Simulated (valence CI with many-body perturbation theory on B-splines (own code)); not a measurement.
Values are calculated unless marked as measured or tabulated.
Tl50+: what the settings do

Level of theory: valence CI with perturbative core correlation (CI+MBPT): three valence electrons over a frozen Dirac-Fock core [Ar] 3d10, radial functions for each j: 6 s, 6 p, 5 d, 3 f, 1 g, with the one-electron correlation potential Σ1 (screened to all orders), the two-electron term Σ2, the three-electron term Σ3, Breit, model QED; selected single and double excitations, second order for the rest, scaled by the run's own slope (own B-spline code, finite nucleus).

No measured spectrum was set against this ion. As an estimate, large intervals hold to a few tenths of a per cent, small ones and those within an open d or f shell to about a per cent.

The reference run has the lowest level (4s^2 4p1/2) J=1/2 and an ionisation energy of 2925.89 eV. Its largest variational space holds 2935 state functions.

Levels are named by their leading jj configuration (3d3/2^4 stands for four electrons in 3d with j = 3/2), which in mixed levels can hold well under half, so a name can repeat and another be missing. Letters in brackets count levels of one name in rising energy.

```tsv
Level	Reference (cm⁻¹)	Shift (cm⁻¹)
(4s 4p1/2^2) J=1/2	930386	+14903
(4s^2 4p3/2) J=3/2	1283750	-1138
(4s 4p1/2 4p3/2) J=3/2 [a]	2088110	+13651
(4s 4p1/2 4p3/2) J=5/2	2167000	+13557
(4s 4p1/2 4p3/2) J=3/2 [b]	2276040	+13268
(4s 4p1/2 4p3/2) J=1/2	2295260	+13728
(4s^2 4d3/2) J=3/2	2788530	+2517
(4s^2 4d5/2) J=5/2	3038960	+1806
(4p1/2^2 4p3/2) J=3/2	3203940	+27919
(4s 4p3/2^2) J=5/2	3431500	+12097
(4s 4p1/2 4d3/2) J=3/2 [a]	3520580	+16876
(4s 4p3/2^2) J=1/2	3577610	+12495
```

The ionisation energy moves by +0.09 eV.

(1) Which of these changes was made?
A. size limit of the variational space 10000 → 1500; Davidson tolerance 2e-05 → 0.001
B. orbitals per symmetry with explicit Σ2 and valence Breit (the others get mean screening factors) 5 → 4; QED terms on → off
C. selection threshold (hartree) 2e-08 → 1e-06; scale of Σ1 1 → 0

Answers

(1) B. orbitals per symmetry with explicit Σ2 and valence Breit (the others get mean screening factors) 5 → 4; QED terms on → off.
